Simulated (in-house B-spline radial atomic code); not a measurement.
Configurations of the silver ion Ag⁸⁺, with energies counted from [Kr] 4d3. Computed with an all-electron radial atomic-structure program (B-spline basis): Dirac-Hartree-Fock, average of configuration, Fermi nucleus of rms radius 4.5454 fm. Energies include first-order Breit, QED and recoil terms.

Occupations are held fixed; configurations that lie above the ionisation limit could autoionise.

```json
{"configuration": "[Kr] 4d2 6p1", "E - E(ref) (eV)": "89.809", "highest orbital": "6p3/2", "its <r> (bohr)": "3.354"}
{"configuration": "[Kr] 4d2 6g1", "E - E(ref) (eV)": "112.95", "highest orbital": "6g7/2", "its <r> (bohr)": "4.79"}
{"configuration": "[Kr] 4d2 8s1", "E - E(ref) (eV)": "116.18", "highest orbital": "8s1/2", "its <r> (bohr)": "6.653"}
{"configuration": "[Kr] 4d2 7f1", "E - E(ref) (eV)": "118.77", "highest orbital": "7f7/2", "its <r> (bohr)": "6.623"}
{"configuration": "[Ar] 3d10 4s2 4p5 4d3 6s1", "E - E(ref) (eV)": "145.69", "highest orbital": "6s1/2", "its <r> (bohr)": "3.1"}
{"configuration": "[Ar] 3d10 4s2 4p5 4d3 7f1", "E - E(ref) (eV)": "180.57", "highest orbital": "7f7/2", "its <r> (bohr)": "6.607"}
```

(1) Order these further configurations by energy, lowest first.
A. [Ar] 3d10 4s2 4p5 4d3 7s1
B. [Ar] 3d10 4s2 4p5 4d3 5s1
C. [Ar] 3d10 4s2 4p5 4d3 8g1
D. [Kr] 4d2 5p1
E. [Ar] 3d10 4s2 4p5 4d4

(2) How far above the reference does [Kr] 4d2 5f1 lie?

## Answers

(1) D (52.817 eV), E (61.651 eV), B (101.45 eV), A (166.47 eV), C (188.33 eV).

(2) 92.509 eV; its least bound orbital is 5f7/2 with <r> = 2.864 bohr.
